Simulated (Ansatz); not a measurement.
Ideal-gas functions of GeH4OS (`[OH][GeH2][SH]`) at 800 K and 1 bar, from an Ansatz frequency run at PBE0-D4/def2-TZVP.

Molar mass 124.71 g/mol, point group C1 (symmetry number 1), electronic degeneracy 1, moments of inertia 40.939, 152.743, 183.238 u Å². Harmonic wavenumbers (cm⁻¹, unscaled): 161, 205, 273, 409, 474, 648, 706, 751, 807, 857, 946, 2159, 2194, 2714, 3889.

Use S(trans) = R[1.5 ln M + 2.5 ln T − 1.1517]; rotational temperatures θ = 24.2544 K / I; S(rot) = R[ln(√π/σ · √(T³/θAθBθC)) + 1.5]; for each mode x = 1.438777 ν̃/T, S = R[x/(eˣ − 1) − ln(1 − e⁻ˣ)] and H = RT x/(eˣ − 1); 1 cm⁻¹ = 0.0119627 kJ/mol; R = 8.31446 J/(mol·K).

Q: By hand: the entropy, in J/(mol·K).

A: Translation 189.6. Rotation: θ = 0.5925, 0.1588, 0.1324 K, giving 118.8. Vibration, mode by mode: 18.65, 16.66, 14.31, 11.05, 9.89, 7.50, 6.87, 6.42, 5.91, 5.49, 4.83, 0.85, 0.81, 0.37, 0.06, in all 109.7. Electronic 0.0. Sum 418.1 J/(mol·K).

Q: By hand: H − E and G − E in kJ/mol, counted from the electronic energy.

A: Zero-point energy ½ × 17193 × 0.0119627 = 102.8; thermal vibration 44.7; translation, rotation and pV give 4 RT = 26.6. H − E = 174.1 kJ/mol, and G − E = 174.1 − 800 × 418.1/1000 = -160.4 kJ/mol.

Vibration gives 26 % of the entropy. The sum counts one conformer and one mirror image; others add a mixing term.
